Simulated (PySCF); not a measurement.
# Correlation energy of Cl²⁺ (chlorine, charge +2)

[Ne] 3s1 3p4, high-spin 4P determinant (an excited configuration). Computed with PySCF 2.14 in x2c-TZVPPall, with the spin-free X2C one-electron Hamiltonian (Gaussian nucleus). Frozen: 1s2; 13 electrons correlated.

```csv
level,correlation energy (mhartree)
CCSD,-295.82
(T),-9.84
CCSD(T),-305.66
```

Diagnostics: T1 = 0.0078, D1 = 0.0323, largest double amplitude 0.204.

Question: Is a single reference adequate?

Answer: Not fully. A double-excitation amplitude exceeds 0.15, a sign of near-degeneracy.

This basis was not built for core-valence correlation, so the inner-shell part is incomplete.
